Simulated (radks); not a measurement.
Results of a calculation; reference values are marked as such.
Spherical quantum dot in the effective-mass picture: electrons in a hard-walled sphere of radius 1.69, with a point charge +2 (a donor) at the centre, all in effective atomic units (hartree* = m*/eps^2 hartree, bohr* = eps/m* bohr), one dielectric constant everywhere. Level of theory: non-relativistic Kohn-Sham, LDA (Slater exchange, Perdew-Wang correlation), spin-polarised, spherical densities (a radial shooting solver with Libxc functionals). Levels are named by radial order and angular momentum (1s, 1p, 1d, 2s, ...), and open shells are averaged over m. Results are scaled to m* = 0.258 and eps = 6.6, for which hartree* = 161.2 meV and bohr* = 1.354 nm.

N = 32, configuration 1s2 1p6 1d10 2s2 1f(up 7, down 5). This is the lowest configuration that the search found. Occupied and some empty levels:

level    occupation  eigenvalue (meV)  <r> (nm)
1s up             1            4020.9     1.316
1s down           1            4026.8     1.311
1p up             3            4236.3     1.513
1p down           3            4243.7     1.512
1d up             5            4526.6     1.597
1d down           5            4534.5     1.596
2s up             1            4682.2    0.9853
2s down           1            4685.4    0.9880
1f up             7            4902.6     1.656
1f down           5            4910.7     1.656
1g up             0            5359.6     1.702
1g down           0            5367.9     1.702
2p up             0            5385.8     1.172
2p down           0            5389.8     1.172
2d up             0            6035.5     1.291
2d down           0            6040.3     1.291

Energy (meV): total 83392.7, kinetic 33674, external -10295, Hartree 65320, exchange-correlation -5305.9.
